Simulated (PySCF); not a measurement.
Zn(SiH3)(SiMe3), SMILES [Si](C)(C)([Zn][SiH3])C, singlet (GFN2-xTB optimised geometry):

```
18

Zn    -1.627    -2.058     1.789
Si    -0.571    -0.717     0.000
H     -0.902     0.717     0.000
H     -0.902    -1.133    -1.373
H      0.902    -0.717     0.000
Si    -2.681    -3.459     3.577
C     -4.500    -3.957     3.198
C     -2.750    -2.611     5.302
C     -1.766    -5.124     3.882
H     -4.914    -4.565     3.998
H     -5.139    -3.086     3.086
H     -4.573    -4.534     2.280
H     -3.331    -1.693     5.274
H     -1.757    -2.357     5.664
H     -3.208    -3.265     6.040
H     -0.737    -4.964     4.193
H     -1.743    -5.738     2.985
H     -2.256    -5.703     4.660
```

Computed with B3LYP/def2-SVP run with PySCF.

Q: What are the frontier orbital energies and the dipole moment?

A: HOMO-2 -8.05 eV, HOMO-1 -8.05 eV, HOMO -6.20 eV, LUMO -0.73 eV, LUMO+1 -0.73 eV; dipole moment 1.42 D.

On the same geometry PBE/def2-SVP (PySCF) gives HOMO-2 -7.01 eV, HOMO-1 -7.01 eV, HOMO -5.45 eV, LUMO -1.32 eV, LUMO+1 -1.31 eV; dipole moment 1.51 D.

Meta-Löwdin charges at B3LYP/def2-SVP: Zn1 0.80, Si2 -0.19, H3 -0.09, H4 -0.09, H5 -0.09, Si6 0.31, C7 -0.52, C8 -0.52, C9 -0.52, H10 0.10, H11 0.10, H12 0.10, H13 0.10, H14 0.10, H15 0.10, H16 0.10, H17 0.10, H18 0.10.
